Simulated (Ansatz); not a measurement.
CH6NNbO2, SMILES `[CH3][Nb]([NH2])(=[O])[OH]`. The species carries charge 0 and has multiplicity 1. Correlated methods include outer-core shells of Nb, which these sets cover unevenly. Nb: def2 effective core potential.

```xyz
11

C     0.029    1.610   -0.520
Nb   -0.407   -0.447   -0.006
N     1.309   -1.411   -0.015
O    -1.345   -1.044   -1.287
O    -1.286   -0.438    1.683
H    -0.904    2.181   -0.564
H     0.511    1.677   -1.499
H     0.684    2.073    0.225
H     1.594   -2.079   -0.716
H     1.975   -1.404    0.746
H    -2.161   -0.717    1.953
```

(1) Give the diagnostics of a CCSD(T)/def2-TZVPP run (frozen core, the Gaussian-basis code of Ansatz). (Estimate.)

Answers

(1) The calculation gave: T1 = 0.0216, largest single amplitude 0.034, largest double 0.028, (T) share of the correlation energy 4.9 %, 12 CCSD cycles. The RHF solution is stable towards an unrestricted one. T1 lies over the customary mark of 0.02 for closed shells; compounds of d metals often pass it without a breakdown.
